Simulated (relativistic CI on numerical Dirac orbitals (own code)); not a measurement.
**Crystal-field levels of V³⁺, 3d2**

Calculated by Dirac-Coulomb-Breit CI, KLI orbitals optimised for each configuration, model QED, valence Slater integrals scaled by 0.9, one configuration in a parametric crystal field (own radial code). With so little scaling, terms lie 10 to 35 % too far apart, which can change the order of excited levels.

Field parameters in Wybourne normalisation: Td as Oh with Dq negative (B⁴₀ = 21Dq, B⁴₄ = √(5/14) B⁴₀). The field is a parameter set, without covalency.

S is read from ⟨S²⟩ = S(S + 1).

Site symmetry Td; labels are those of the double group. Computed levels in cm⁻¹ above the lowest, in rising order:

```
Δ (size of 10Dq)  Lowest     No. 2     No. 3     No. 4     No. 5     No. 6     No. 7     No. 8
            1800      T2   1750 A2    1805 E   1807 T2   1871 T1   3128 T2    3178 E   3412 T1
            3300      T2   3230 A2   3281 T2    3322 E   3361 T1   5700 T2    5723 E   5983 T1
            4750      T2   4673 A2   4721 T2    4778 E   4807 T1   8138 T2    8150 E   8416 T1
            6250      T2   6169 A2   6216 T2    6280 E   6305 T1  10588 T2   10590 E  10856 T1
            7700      T2   7617 A2   7662 T2    7730 E   7754 T1   12859 E  12876 T2  13131 T1
            9150      T2   9065 A2   9110 T2    9179 E   9203 T1   14439 E  15078 T2   15151 E
           10650      T2  10564 A2  10609 T2   10675 E  10703 T1   14565 E  17263 T2   17285 E
           12100      T2  12013 A2  12058 T2   12117 E  12152 T1   14636 E  19289 T2   19303 E
           13550      T2  13462 A2  13507 T2   13536 E  13602 T1   14713 E  21236 T2   21246 E
           15000      T2   14563 E  14911 A2  14956 T2  15051 T1   15174 E  23112 T2   23120 E
           16500      T2   14692 E  16411 A2  16455 T2  16551 T1   16577 E  24986 T2   24993 E
           17950      T2   14732 E  17860 A2  17905 T2  18001 T1   18013 E  25936 A1  26745 T2
```

Ground-state S against |10Dq| in cm⁻¹: 1800: 1.00, 3300: 1.00, 4750: 1.00, 6250: 1.00, 7700: 1.00, 9150: 1.00, 10650: 1.00, 12100: 1.00, 13550: 1.00, 15000: 1.00, 16500: 1.00, 17950: 1.00.

No abrupt spin change occurs in this range.
